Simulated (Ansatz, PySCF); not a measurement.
ReO3Br, SMILES [O]=[Re](=[O])(=[O])[Br], multiplicity 1. Atoms are numbered in the order given.

```xyz
5

Re     0.0000     0.0000     0.4549
O     -1.3899     0.8025     1.0269
O      1.3899     0.8025     1.0269
O      0.0000    -1.6050     1.0270
Br     0.0000     0.0000    -1.9531
```
Charge 0, spin multiplicity 1.

The structure is a stationary point at B3LYP-D3(BJ)/def2-SVP. The multiplicity is an assumed one; other spin states were not compared. The def2 effective core potentials stand for the cores of Re; spin–orbit coupling is left out.

Two levels are set side by side: PBE-D3(BJ)/def2-SVP (Ansatz, a program for electronic structure) and B3LYP-D3(BJ)/def2-SVP (Ansatz). Each level has its own optimised geometry; the coordinates shown are those of the second. Frequencies come from the Hessian of PySCF at each geometry. Differences are taken from unrounded values.

| quantity | B3LYP-D3(BJ) | PBE-D3(BJ) | PBE-D3(BJ) minus B3LYP-D3(BJ) |
|---|---|---|---|
| mean bond length (Å) | 1.880 | 1.888 | 0.008 |
| bond Re1–O2 (Å) | 1.704 | 1.716 | 0.012 |
| bond Re1–O3 (Å) | 1.704 | 1.716 | 0.012 |
| bond Re1–O4 (Å) | 1.704 | 1.716 | 0.012 |
| bond Re1–Br5 (Å) | 2.408 | 2.405 | -0.003 |
| highest harmonic wavenumber (cm⁻¹) | 1039 | 995 | -43 |
| mean harmonic wavenumber (cm⁻¹) | 516 | 499 | -17 |
| zero-point energy (kcal/mol) | 6.64 | 6.43 | -0.22 |

Exact exchange shortens and stiffens bonds; PBE has none. Differences between two approximate levels are no errors against the true value.
